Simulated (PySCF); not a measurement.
**XPS shifts beside NMR shieldings**

Compound: C5H8OSi.
Bonds: C1–O2, O2–C3, C3–C4 (double), C4–C5, C5–C6 (double), C6–Si7, C3–Si7. Hydrogens: H8, H9, H10 on C1; H11 on C4; H12 on C5; H13 on C6; H14, H15 on Si7.

Binding energies: PySCF 2.14.0, delta-SCF UKS SCAN, pcX-2 on the ionised atom, pcseg-1 elsewhere, spin-free X2C. Shieldings: GIAO PBE0/pcSseg-1, non-relativistic, same geometry.

| atom | isotropic shielding (ppm) |
| --- | --- |
| C1 | 127.9 |
| C3 | 5.1 |
| C4 | 68.0 |
| C5 | 24.7 |
| C6 | 71.3 |

Problem. What are the C 1s binding energies of these atoms?

Solution. 
```json
{"atom": "C6", "environment": "alkene CH carbon", "C 1s (eV)": "289.11", "isotropic shielding (ppm)": "71.3"}
{"atom": "C4", "environment": "alkene CH carbon", "C 1s (eV)": "289.91", "isotropic shielding (ppm)": "68.0"}
{"atom": "C5", "environment": "alkene CH carbon", "C 1s (eV)": "290.41", "isotropic shielding (ppm)": "24.7"}
{"atom": "C3", "environment": "vinylic carbon bearing oxygen", "C 1s (eV)": "291.08", "isotropic shielding (ppm)": "5.1"}
{"atom": "C1", "environment": "methoxy carbon", "C 1s (eV)": "292.42", "isotropic shielding (ppm)": "127.9"}
```

Problem. Among the listed atoms, is the one with the highest binding energy also the least shielded?

Solution. No. The highest binding energy is at C1 (292.42 eV, shielding 127.9 ppm), the lowest shielding at C3 (5.1 ppm, 291.08 eV).

By binding energy: C6 < C4 < C5 < C3 < C1. By shielding: C3 < C5 < C4 < C6 < C1.

Spin contamination (⟨S²⟩ against 0.75 for a pure doublet) is marked for C 1s of C3 (0.95) and C 1s of C5 (0.94), which makes these values less certain. The structure is a single PBE0-D3(BJ)/def2-SVP conformer in the gas phase; no vibrational or solvent corrections.

Shape of the structure used: `[CH3:1][O:2][C:3]1=[CH:4][CH:5]=[CH:6][SiH2:7]1`: C1–O2–C3–C4 0°.
